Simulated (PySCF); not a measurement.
CsF, SMILES [Cs][F]. Geometry: PBE0-D3(BJ)/def2-TZVPD. The def2 effective core potentials stand for the cores of Cs; spin–orbit coupling is left out.

**Question.** Give the equilibrium geometry at PBE0-D3(BJ)/def2-TZVPD (PySCF confirms it by a frequency run) as Cartesian coordinates in Å, and its point group. (The exact figures need the calculation; the answer reports its results.)

**Answer.** point group C∞v.
```xyz
2

Cs     0.0000     0.0000    -0.3364
F      0.0000     0.0000     2.0559
```
